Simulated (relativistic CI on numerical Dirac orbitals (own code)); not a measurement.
Method of calculation: Dirac-Coulomb-Breit CI, KLI orbitals optimised for each configuration, model QED, unscaled Slater integrals (own radial code, finite nucleus).

The strongest absorption lines from the ground level of an ion, among the configurations computed and to levels below about 545 eV (vacuum wavelength in Å, gf): 22.757 (0.6), 22.835 (0.67), 22.926 (0.72), 22.945 (0.7), 23.527 (1), 43.459 (14), 43.582 (7.3), 43.719 (10).

Problem. Which ion is it?
A. Pt35+
B. Re30+
C. Tl36+
D. Pt33+

Solution. D. Pt33+ has 45 electrons and the ground level 4s2 4p6 4d9 2D_5/2; the strongest line goes to 4s2 4p6 4d8 4f 2F°_7/2. The pattern of lines fixes the number of electrons, and along that sequence the line energies rise steadily with the charge (about as its square where n changes within one kind of shell, about linearly where n is kept but much faster in heavy ions where fine structure, which grows about as Z⁴, sets the gap, and irregularly where shells cross), which fixes Z. Configurations outside the model, such as inner-shell arrays, can give stronger lines. At this charge energies of transitions that change n are usually good to better than 1 %, and those within a shell (Δn = 0) to a few per cent.

LS names give the leading component of a level, which can be under half, so a name can repeat, a term be missing and a line seem to break the LS rules.
